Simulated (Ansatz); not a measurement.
## Four-centre ligand exchange

Start structure (ZnGeH6S2, singlet), relaxed at PBE0-D4/def2-TZVP:

Ge1  (1.454, 0.785, -1.075)
H2  (0.585, 0.532, -2.310)
H3  (-2.580, 0.149, -0.964)
S4  (-2.250, 0.990, 0.032)
Zn5  (-1.099, -0.530, 1.075)
S6  (-0.113, -2.068, 2.239)
H7  (2.936, 0.555, -1.407)
H8  (1.236, 2.198, -0.530)
H9  (1.058, -0.235, 0.019)
H10  (-1.229, -2.377, 2.922)
(Å)

The step: ZnH₂S₂ ([SH][Zn][SH]) + GeH₄ → ZnGeH₄S₂ ([SH][Zn][S][GeH3]) + H₂; bonds formed: Ge1–S4, H2–H3; bonds broken: Ge1–H2, H3–S4. Ansatz 0.2.0; basis: def2-TZVPP and def2-QZVPP; cores frozen in the correlated methods. The 3s and 3p shells of Cu and Zn are frozen; filled d shells are correlated. The def2 sets are not built for correlating such inner shells, so the correlated values are less sure here. Extrapolation: Hartree–Fock as exp(−7.88 √X), correlation as X^−2.97. Energies below are by CCSD(T) at an estimated basis limit (MP2 extrapolated from triple and quadruple zeta, plus CCSD(T) − MP2 in triple zeta).

(1) What are the electronic barrier and the energy of the step, from the start structure to the end structure? (Judge from chemistry; the value comes from the calculation.)

T1 diagnostic: at most 0.016.

Results:

(1) By the calculation: Barrier 2.454 eV; step energy -0.249 eV (downhill); reverse barrier, their difference, 2.703 eV. Barrier and step energy count from the start structure, the reverse barrier from the end structure.

The saddle point: One imaginary mode of 1414i cm⁻¹.
```json
{"pair": "Ge1–S4", "start (Å)": "3.87", "saddle (Å)": "2.69", "end (Å)": "2.23"}
{"pair": "H2–H3", "start (Å)": "3.46", "saddle (Å)": "0.98", "end (Å)": "0.75"}
{"pair": "Ge1–H2", "start (Å)": "1.53", "saddle (Å)": "1.82", "end (Å)": "3.77"}
{"pair": "H3–S4", "start (Å)": "1.34", "saddle (Å)": "1.68", "end (Å)": "3.62"}
```

Zero-point energy (harmonic, PBE0-D4): ZPE is 1.321 eV at the start and 1.258 eV at the saddle, so the barrier goes from 2.454 to 2.391 eV.

Labels in which every atom is bracketed show which atoms are joined, not bond orders.

For scale, one of the runs: CCSD(T)/def2-TZVPP, 280 basis functions, launched by `ansatz run in.yaml --threads 8 --pin off --events-out ev --progress --plain --max-ram 19148MiB`. Time: 6.3 min of wall clock on 8 CPU threads of an Arm Neoverse N1; the host was shared. Peak host memory: 7.4 GiB.
